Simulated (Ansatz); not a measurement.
These are Ansatz (an electronic-structure program) with frozen-core CCSD(T)/cc-pVTZ // B3LYP-D3(BJ)/def2-SVP values and carry that method's errors. The restricted HF reference is unstable towards unrestricted orbitals.

Ansatz 0.2 input:
```yaml
crystal:
  periodic: [false, false, false]
  atoms:
    - { symbol: B, position_ang: [2.136768, -0.160233, -0.047318] }
    - { symbol: C, position_ang: [0.623264, -0.090387, -0.019036] }
    - { symbol: C, position_ang: [-0.259921, 0.975191, 0.119524] }
    - { symbol: C, position_ang: [-1.559736, 0.428934, 0.072243] }
    - { symbol: F, position_ang: [-2.706092, 1.091764, 0.166897] }
    - { symbol: C, position_ang: [-1.423966, -0.932494, -0.092272] }
    - { symbol: O, position_ang: [-0.127275, -1.24821, -0.147881] }
    - { symbol: H, position_ang: [2.698494, -1.216248, -0.180781] }
    - { symbol: H, position_ang: [2.760218, 0.864458, 0.066297] }
    - { symbol: H, position_ang: [0.011508, 2.021406, 0.240602] }
    - { symbol: H, position_ang: [-2.15326, -1.734179, -0.178276] }
basis:
  gaussian: { orbitals: cc-pVTZ }
correlation:
  method: ccsd_t
```

Output:

```
Functional definition: HF
1581 factors; integrals over basis functions are off by at most 1.3e-3 eV
mean field evaluation 1: about -9598.0730 eV, gradient 3.3e1 eV
mean field evaluation 2: about -9598.5154 eV, gradient 3.3e1 eV
mean field evaluation 4: about -9601.6116 eV, gradient 5.7e0 eV
mean field evaluation 8: about -9601.6997 eV, gradient 4.3e-1 eV
mean field evaluation 16: about -9601.7010 eV, gradient 1.3e-6 eV
mean field -9601.70100257 eV, -352.8560035777 hartree, gradient 1.3e-6 eV, S^2 0.000000; 0 other end points of the search recorded, 0 dependent functions left out; unrestricted orbitals would lower it
7 core orbitals not correlated
reference -9601.70100257 eV, -352.8560035777 hartree; 18, 18 occupied and 241, 241 virtual orbitals, 1581 factors
second order -32.78424094 eV of doubles, -0.00000000 eV of singles
cycle   1  -32.23789241 eV  change    5.5e-1 eV  update   1.4e-1
cycle   2  -33.08779555 eV  change   -8.5e-1 eV  update   4.5e-2
cycle   3  -33.29354781 eV  change   -2.1e-1 eV  update   2.2e-2
cycle   4  -33.27557239 eV  change    1.8e-2 eV  update   6.2e-3
cycle   5  -33.27131092 eV  change    4.3e-3 eV  update   3.9e-3
cycle   6  -33.27418927 eV  change   -2.9e-3 eV  update   1.7e-3
cycle   7  -33.27411152 eV  change    7.8e-5 eV  update   9.1e-4
cycle   8  -33.27343236 eV  change    6.8e-4 eV  update   3.4e-4
cycle   9  -33.27353938 eV  change   -1.1e-4 eV  update   1.4e-4
cycle  10  -33.27366465 eV  change   -1.3e-4 eV  update   5.2e-5
cycle  11  -33.27356819 eV  change    9.6e-5 eV  update   2.3e-5
cycle  12  -33.27358664 eV  change   -1.8e-5 eV  update   1.2e-5
perturbative correction -1.57268932 eV, -0.0577952667 hartree
Total energy: -9636.54727853 eV, -354.1365805997 hartree
```

Cost: very roughly 21 core-minutes.
